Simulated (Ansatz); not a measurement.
A made-up structure of ZnBH2, doublet:

```
atom    x (Å)    y (Å)    z (Å)
  B1  -0.3002   0.7047  -0.4958
 Zn2   0.3587  -0.8416   0.5922
  H3   0.8625  -2.0236   1.4228
  H4  -0.6790   1.5929  -1.1202
```

It is relaxed with PBE-D4/def2-SVP and then PBE0-D4/def2-TZVP (Ansatz 0.2.0). Atoms count as bonded within 1.22 times the sum of their covalent radii (H–H: 0.88 Å). The end point is not checked to be a true minimum.

Problem. Does its bonding change? (A judgement: the text doesn't fix the answer.)

Solution. By the calculation: No: no bond forms or breaks.

Where it ends: The first stage lowers the energy by 0.05 eV in 3 steps. It ends as ZnBH₂ ([BH][ZnH]):
```
4
angstrom
B -0.2983 0.6997 -0.4922
Zn 0.3608 -0.8465 0.5952
H 0.8688 -2.0383 1.4333
H -0.6893 1.6175 -1.1374
```

Labels in which every atom is bracketed show which atoms are joined, not bond orders.

For scale, one of the runs: PBE0-D4/def2-TZVP relaxation, 91 basis functions, launched by `ansatz run in.yaml --threads 2 --pin off --events-out ev --progress --plain --max-ram 4352MiB`. Hardware: 2 CPU threads of an Arm Neoverse V2, shared host. Wall time about 67 s.
